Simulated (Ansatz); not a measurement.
```yaml
crystal:
  periodic: [false, false, false]
  atoms:
    - {symbol: In, position_ang: [-0.612369, -0.720480, -1.175972]}
    - {symbol: Br, position_ang: [-2.903669, -0.851678, -1.747982]}
    - {symbol: Br, position_ang: [1.199962, -2.094897, -2.731381]}
    - {symbol: Cl, position_ang: [-0.145347, 1.278274, -1.070183]}
    - {symbol: In, position_ang: [0.413765, 0.993140, 1.490357]}
    - {symbol: Br, position_ang: [-1.199312, 2.032899, 2.891314]}
    - {symbol: Br, position_ang: [2.992482, 1.265132, 1.527595]}
    - {symbol: Cl, position_ang: [0.049030, -1.522251, 1.072585]}
basis:
  gaussian: {orbitals: STO-3G}
hamiltonian: {xc: {name: LC-wPBE}}
scf: {omitted_lower_state_checks: [starts]}
```

```sh
$ ansatz run in.yaml --threads 2 --pin off --events-out ev --progress --plain --max-ram 32768MiB --backend cpu
```

Output, abridged:

```
Functional definition: LC-wPBE
1653 factors; integrals over basis functions are off by at most 2.7e-5 eV
420 factors; integrals over basis functions are off by at most 9.1e-7 eV
mean field evaluation 1: about -611207.4989 eV, gradient 2.6e1 eV
mean field evaluation 2: about -611212.0501 eV, gradient 6.5e0 eV
mean field evaluation 4: about -611212.3067 eV, gradient 2.0e-1 eV
mean field evaluation 8: about -611212.2351 eV, gradient 2.2e-3 eV
mean field -611212.23508401 eV, -22461.6353448044 hartree, gradient 1.8e-5 eV, S^2 0.000000; 0 other end points of the search recorded, 0 dependent functions left out
reference -611212.23508401 eV, -22461.6353448045 hartree; 136, 136 occupied and 8, 8 virtual orbitals, 1653 factors
Total energy: -611212.23508401 eV, -22461.6353448045 hartree
Checks for a lower state left out: starts
```

It took 5.5 s on 2 threads of AMD EPYC 7R13 on a shared host.

LC-ωPBE has ω = 0.4 bohr⁻¹.
